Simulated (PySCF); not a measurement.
tin atom (Sn), triplet (all electrons, no relativity) (in this run its highest filled SCF level lies above zero, so its values depend strongly on the basis, on diffuse functions most of all); B97M-V/STO-3G (PySCF).

The PySCF input:
```python
from pyscf import gto, scf, dft

mol = gto.Mole()
mol.atom = '''
    Sn    0.000000    0.000000    0.000000
'''
mol.basis = 'sto-3g'
mol.charge = 0
mol.spin = 2
mol.verbose = 4
mol.build()

mf = dft.UKS(mol)
mf.xc = 'b97m_v'
mf.kernel()
mf.analyze()
```

Output, abridged:

```
PySCF version 2.14.0

[INPUT] verbose = 4
[INPUT] num. atoms = 1
[INPUT] num. electrons = 50
[INPUT] charge = 0
[INPUT] spin (= nelec alpha-beta = 2S) = 2
[INPUT] symmetry False subgroup None
[INPUT] Mole.unit = angstrom
[INPUT] Symbol           X                Y                Z      unit          X                Y                Z       unit  Magmom
[INPUT]  1 Sn     0.000000000000   0.000000000000   0.000000000000 AA    0.000000000000   0.000000000000   0.000000000000 Bohr   0.0

nuclear repulsion = 0
number of shells = 11
number of NR pGTOs = 81
number of NR cGTOs = 27
basis = sto-3g
ecp = {}

******** <class 'pyscf.dft.uks.UKS'> ********
method = UKS
initial guess = minao
damping factor = 0
level_shift factor = 0
DIIS = <class 'pyscf.scf.diis.CDIIS'>
diis_start_cycle = 1
diis_space = 8
diis_damp = 0
SCF conv_tol = 1e-09
SCF conv_tol_grad = None
SCF max_cycles = 50
direct_scf = True
direct_scf_tol = 1e-13
number electrons alpha = 26  beta = 24
XC library pyscf.dft.libxc version 7.1.2
    S. Lehtola, C. Steigemann, M. J. T. Oliveira, and M. A. L. Marques,  SoftwareX 7, 1–5 (2018)
XC functionals = b97m_v
    N. Mardirossian and M. Head-Gordon,  J. Chem. Phys. 142, 074111 (2015)
radial grids:
    Treutler-Ahlrichs [JCP 102, 346 (1995); DOI:10.1063/1.469408] (M4) radial grids

becke partition: Becke, JCP 88, 2547 (1988); DOI:10.1063/1.454033
pruning grids: <function nwchem_prune>
grids dens level: 3
symmetrized grids: False
atomic radii adjust function: <function treutler_atomic_radii_adjust>
** Following is NLC and NLC Grids **
NLC functional = b97m_v
radial grids:
    Treutler-Ahlrichs [JCP 102, 346 (1995); DOI:10.1063/1.469408] (M4) radial grids

becke partition: Becke, JCP 88, 2547 (1988); DOI:10.1063/1.454033
pruning grids: <function nwchem_prune>
grids dens level: 3
symmetrized grids: False
atomic radii adjust function: <function treutler_atomic_radii_adjust>
small_rho_cutoff = 0
Set gradient conv threshold to 3.16228e-05
tot grids = 21960
tot grids = 21960
init E= -5948.4731294219

cycle= 1 E= -5964.8485803482  delta_E= -16.4  |g|= 0.129  |ddm|= 1.44
cycle= 2 E= -5964.85381081866  delta_E= -0.00523  |g|= 0.00331  |ddm|= 0.0842
cycle= 3 E= -5964.85381429813  delta_E= -3.48e-06  |g|= 7.92e-06  |ddm|= 0.00212
cycle= 4 E= -5964.85381429815  delta_E= -1.91e-11  |g|= 5.41e-08  |ddm|= 5.28e-06
Extra cycle  E= -5964.85381429815  delta_E= -1.82e-12  |g|= 2.83e-09  |ddm|= 7.8e-07
converged SCF energy = -5964.85381429815  <S^2> = 2.0000016  2S+1 = 3.0000011
**** SCF Summaries ****
Total Energy =                       -5964.853814298149700
Nuclear Repulsion Energy =               0.000000000000000
One-electron Energy =                -8253.479133495880887
Two-electron Energy =                 2288.625319197731187
Two-electron Coulomb Energy =         2449.937238138484190
DFT Exchange-Correlation Energy =     -161.311918940752946
**** MO energy ****
                             alpha | beta                alpha | beta
MO #1   energy= -1019.79805268492  | -1019.79674127009  occ= 1 | 1
MO #2   energy= -149.119670115169  | -149.11918934616   occ= 1 | 1
MO #3   energy= -141.590532561085  | -141.590121611279  occ= 1 | 1
MO #4   energy= -141.589564501783  | -141.588132392823  occ= 1 | 1
MO #5   energy= -141.589564501782  | -141.588132392822  occ= 1 | 1
MO #6   energy= -27.4804009533052  | -27.4792682176341  occ= 1 | 1
MO #7   energy= -24.7230443660136  | -24.7223043183993  occ= 1 | 1
MO #8   energy= -24.7177929622433  | -24.7160206205169  occ= 1 | 1
MO #9   energy= -24.7177929622432  | -24.7160206205169  occ= 1 | 1
MO #10  energy= -16.7349670935193  | -16.733936574177   occ= 1 | 1
MO #11  energy= -16.7337888799661  | -16.7325288455884  occ= 1 | 1
MO #12  energy= -16.733788879966   | -16.7325288455884  occ= 1 | 1
MO #13  energy= -16.7302515049994  | -16.7283025144075  occ= 1 | 1
MO #14  energy= -16.7302515049994  | -16.7283025144074  occ= 1 | 1
MO #15  energy= -3.93894317524528  | -3.93591854613044  occ= 1 | 1
MO #16  energy= -2.81521585633491  | -2.81254991301479  occ= 1 | 1
MO #17  energy= -2.79523838862329  | -2.79041148910693  occ= 1 | 1
MO #18  energy= -2.79523838861666  | -2.79041148910683  occ= 1 | 1
MO #19  energy= -0.369463414712228 | -0.365556432799993 occ= 1 | 1
MO #20  energy= -0.364885845653731 | -0.360389472238529 occ= 1 | 1
MO #21  energy= -0.364885845629789 | -0.360389472238321 occ= 1 | 1
MO #22  energy= -0.351243249121471 | -0.344923218394723 occ= 1 | 1
MO #23  energy= -0.351243249120987 | -0.344923218394705 occ= 1 | 1
MO #24  energy= -0.219011152489367 | -0.149473669591969 occ= 1 | 1
MO #25  energy= 0.00220169973053626 | 0.05440452992408   occ= 1 | 0
MO #26  energy= 0.0022017006470748 | 0.0886138443944999 occ= 1 | 0
MO #27  energy= 0.00454313232815052 | 0.0886138444109259 occ= 0 | 0

To work with the spin densities directly, `use mulliken_meta_spin()` only printing them here.

 ** Mulliken spin pop alpha/beta on meta-lowdin orthogonal AOs **
 ** Mulliken Spin Density (per AO)  **
spin_pop of  0 Sn 1s        0.00000
spin_pop of  0 Sn 2s        0.00000
spin_pop of  0 Sn 3s       -0.00000
spin_pop of  0 Sn 4s       -0.00000
spin_pop of  0 Sn 5s        0.00000
spin_pop of  0 Sn 2px       0.00000
spin_pop of  0 Sn 2py       0.00000
spin_pop of  0 Sn 2pz       0.00000
spin_pop of  0 Sn 3px       0.00001
spin_pop of  0 Sn 3py       0.00001
spin_pop of  0 Sn 3pz       0.00001
spin_pop of  0 Sn 4px       0.00089
spin_pop of  0 Sn 4py       0.00032
spin_pop of  0 Sn 4pz       0.00068
spin_pop of  0 Sn 5px       0.90810
spin_pop of  0 Sn 5py       0.37877
spin_pop of  0 Sn 5pz       0.71120
spin_pop of  0 Sn 3dxy      0.00000
spin_pop of  0 Sn 3dyz     -0.00000
spin_pop of  0 Sn 3dz^2    -0.00000
spin_pop of  0 Sn 3dxz     -0.00000
spin_pop of  0 Sn 3dx2-y2   -0.00000
spin_pop of  0 Sn 4dxy     -0.00000
spin_pop of  0 Sn 4dyz      0.00000
spin_pop of  0 Sn 4dz^2    -0.00000
spin_pop of  0 Sn 4dxz      0.00000
spin_pop of  0 Sn 4dx2-y2    0.00000
 ** Mulliken Spin Density (per atom)  **
spin density of  0 Sn =      2.00000
 ** Mulliken pop alpha/beta on meta-lowdin orthogonal AOs **
 ** Mulliken pop       alpha | beta **
pop of  0 Sn 1s        1.00000 | 1.00000
pop of  0 Sn 2s        1.00000 | 1.00000
pop of  0 Sn 3s        1.00000 | 1.00000
pop of  0 Sn 4s        1.00000 | 1.00000
pop of  0 Sn 5s        1.00000 | 1.00000
pop of  0 Sn 2px       1.00000 | 1.00000
pop of  0 Sn 2py       1.00000 | 1.00000
pop of  0 Sn 2pz       1.00000 | 1.00000
pop of  0 Sn 3px       1.00000 | 0.99998
pop of  0 Sn 3py       0.99999 | 0.99998
pop of  0 Sn 3pz       1.00000 | 0.99998
pop of  0 Sn 4px       0.99990 | 0.99900
pop of  0 Sn 4py       0.99929 | 0.99897
pop of  0 Sn 4pz       0.99967 | 0.99899
pop of  0 Sn 5px       0.90912 | 0.00101
pop of  0 Sn 5py       0.37982 | 0.00105
pop of  0 Sn 5pz       0.71222 | 0.00103
pop of  0 Sn 3dxy      1.00000 | 1.00000
pop of  0 Sn 3dyz      1.00000 | 1.00000
pop of  0 Sn 3dz^2     1.00000 | 1.00000
pop of  0 Sn 3dxz      1.00000 | 1.00000
pop of  0 Sn 3dx2-y2    1.00000 | 1.00000
pop of  0 Sn 4dxy      1.00000 | 1.00000
pop of  0 Sn 4dyz      1.00000 | 1.00000
pop of  0 Sn 4dz^2     1.00000 | 1.00000
pop of  0 Sn 4dxz      1.00000 | 1.00000
pop of  0 Sn 4dx2-y2    1.00000 | 1.00000
In total            26.00000 | 24.00000
 ** Mulliken atomic charges   ( Nelec_alpha | Nelec_beta ) **
charge of  0Sn =      0.00000  (    26.00000     24.00000 )
Dipole moment(X, Y, Z, Debye):  0.00000, -0.00000, -0.00000
```
